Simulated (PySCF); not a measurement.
Static response to an electric field

Species: C9H7NSi.
Cartesian coordinates in Å at the PBE0-D3(BJ)/def2-SVP level; atoms count from 1:
```
atom  x, y, z in Å
N1    -3.0564    2.7158   -1.1882
C2    -2.5865    1.9334   -0.4722
Si3   -1.8132    0.6868    0.6748
C4    -2.2202   -1.0673    0.1961
C5    -1.0638   -1.6685   -0.1567
C6     0.1761   -0.8687   -0.1088
C7     1.4426   -1.3380   -0.4554
C8     2.5401   -0.4772   -0.3808
C9     2.3777    0.8425    0.0365
C10    1.1096    1.3187    0.3880
C11    0.0106    0.4709    0.3185
H12   -2.1795    1.1134    2.0531
H13   -3.1793   -1.5873    0.1813
H14   -1.0079   -2.7146   -0.4793
H15    1.5736   -2.3716   -0.7864
H16    3.5332   -0.8417   -0.6542
H17    3.2425    1.5080    0.0876
H18    0.9924    2.3568    0.7100
```

Level: CAM-B3LYP/def2-SVPD (PySCF), static field, nuclei fixed, core orbitals frozen in the response. The polarisability tensor in these axes (au):

```
x   166.71  -8.50  -6.70
y    -8.50 132.12   5.79
z    -6.70   5.79  87.65
```

Question: Give the principal values, the mean and the anisotropy Δα = √{½[(α1 − α2)² + (α2 − α3)² + (α1 − α3)²]}.

Answer: Principal values 86.51, 130.53 and 169.44 au; mean 128.83 au = 19.09 Å³ = 21.24 × 10⁻⁴⁰ C²·m²/J; Δα = 71.86 au (56 % of the mean).

Question: What is the dipole moment, and where does it point?

Answer: (2.66, -3.14, 1.80) D, 4.48 D in size, pointing from the negative to the positive side. Measured along this direction, the outermost atoms are N1 at the negative end and H16 at the positive end.

Question: Traceless (Buckingham) quadrupole moment about the centre of nuclear charge: eigenvalues?

Answer: -23.75, 7.75, 16.00 D·Å. The values depend on the origin, since the dipole doesn't vanish. The electronic extent ⟨r²⟩ about the same centre is 1928 bohr², a root-mean-square distance of 2.57 Å for the 82 electrons.

Question: Find the Langevin capture rate constant for O2+ (31.990 u) meeting this molecule (157.035 u), k = 2.342 × 10⁻⁹ cm³/s × √(α in Å³ / reduced mass in u).

Answer: The reduced mass is 26.58 u, so k = 1.98 × 10⁻⁹ cm³/s. The formula leaves out the permanent dipole, which adds to the capture rate.

Question: Orientational against electronic polarisability at 500 K (dilute gas, rigid molecules)?

Answer: In Gaussian units μ²/3kT = 97.13 Å³ against 19.09 Å³, a ratio of 5.09; the Debye molar polarisation (4π/3)N_A(α + μ²/3kT) is 293.2 cm³/mol, leaving out the vibrational part.

Question: Molar refractivity from α?

Answer: Lorentz–Lorenz: R = (4π/3)N_A α = 2.5225 cm³/(mol·Å³) × 19.09 Å³ = 48.2 cm³/mol, in the limit of long wavelengths.

Question: Along which axes do the principal values lie, and how far do the nuclei extend along each?

Answer: Largest value along (0.97, -0.24, -0.10), where the nuclei span 7.16 Å; middle along (0.24, 0.97, 0.09), 5.49 Å; least along (0.07, -0.11, 0.99), 3.45 Å. The response follows the extents in order.

Isolated species at its PBE0-D3(BJ)/def2-SVP geometry, gas phase.
